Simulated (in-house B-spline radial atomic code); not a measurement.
Spin-orbit splittings of orbital energies (j = l + 1/2 less j = l - 1/2) and ratios of mean radii (lower j over upper j) along the 7-electron series, configuration [He] 2s2 2p3. Computed with an all-electron radial atomic-structure program (B-spline basis): Dirac-Hartree-Fock, average of the configuration, finite nuclei.

| ion | Z | splitting of 2p (eV) | radius ratio of 2p |
| --- | --- | --- | --- |
| Co20+ | 27 | 17.114 | 0.98756 |
| Ni21+ | 28 | 20.104 | 0.98658 |
| Cu22+ | 29 | 23.474 | 0.98556 |
| Zn23+ | 30 | 27.256 | 0.9845 |
| Ga24+ | 31 | 31.484 | 0.98341 |
| Ge25+ | 32 | 36.193 | 0.98227 |
| As26+ | 33 | 41.419 | 0.98109 |
| Se27+ | 34 | ? | ? |
| Br28+ | 35 | 53.581 | 0.97862 |
| Kr29+ | 36 | 60.598 | 0.97732 |
| Rb30+ | 37 | 68.298 | 0.97599 |
| Sr31+ | 38 | 76.724 | 0.97461 |
| Zr33+ | 40 | ? | ? |
| Nb34+ | 41 | ? | ? |
| Mo35+ | 42 | 118.68 | 0.96867 |
| Tc36+ | 43 | 131.5 | 0.96708 |
| Ru37+ | 44 | 145.36 | 0.96545 |
| Rh38+ | 45 | 160.32 | 0.96377 |
| Pd39+ | 46 | 176.45 | 0.96205 |
| Ag40+ | 47 | 193.81 | 0.96028 |
| Cd41+ | 48 | 212.47 | 0.95847 |
| In42+ | 49 | 232.5 | 0.95661 |

**Question.** Fill in the row of Se27+.

**Answer.** splitting of 2p (eV): 47.202; radius ratio of 2p: 0.97988.

**Question.** Fill in the row of Zr33+.

**Answer.** splitting of 2p (eV): 95.952; radius ratio of 2p: 0.97172.

**Question.** Fill in the row of Nb34+.

**Answer.** splitting of 2p (eV): 106.85; radius ratio of 2p: 0.97022.

**Question.** With what power of Z does the column «splitting of 2p (eV)» change over this range?

**Answer.** A fit of the logarithm of its size against log Z from Z = 27 to 49 has slope 4.37. An unscreened hydrogenic electron would give 4 at low Z; screening makes the apparent power larger near the neutral end, and relativity raises it again at high Z.
